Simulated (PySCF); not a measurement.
# Vibration and rotation of TbP

BP86 constants of TbP, septet, about 8.5 electrons in the 4f shell (Mulliken), real f orbitals that mix terms (PySCF, spin-free X2C with a Gaussian nucleus, basis sets Tb x2c-SVPall, P x2c-SVPall; masses 158.9253 and 30.9738 u):

| Quantity | Value |
| --- | --- |
| ωe | 363.3 cm⁻¹ |
| ωexe | 0.673 cm⁻¹ |
| Be | 0.1154 cm⁻¹ |
| αe | 0.000396 cm⁻¹ |
| D (centrifugal) | 4.66e-08 cm⁻¹ |
| De to Tb (4f9 6s2) + P | 2.62 eV |

Question: Give the vibrational terms G(v) and spacings up to v = 3.

Answer: G(v) = ωe(v+½) − ωexe(v+½)².

```
v  G(v) (cm⁻¹)  G(v) − G(v−1)  Bv (cm⁻¹)
0          181                    0.1152
1          543            362     0.1148
2          904            361     0.1144
3         1263            359     0.1140
```

Spin–orbit coupling is left out, which matters for elements this heavy, above all for dissociation energies. The state is the lowest single determinant that the PBE0 search found; with open d or f shells the true ground state can be another one.
